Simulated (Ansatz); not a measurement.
Question: Name a neutral molecule of Ga, O, Si and H with vertical ionisation energy (CCSD(T)/def2-TZVPP) between 9.70 and 10.00 eV and HOMO energy (PBE0/def2-TZVPP) between -7.60 and -7.30 eV (Ansatz, PBE0-D4/def2-TZVP geometry).

Answer: `O[SiH2][GaH][OH]` (9.83 eV, -7.59 eV). Other molecules can fit too; these were computed, each in one conformer that needn't be the lowest.
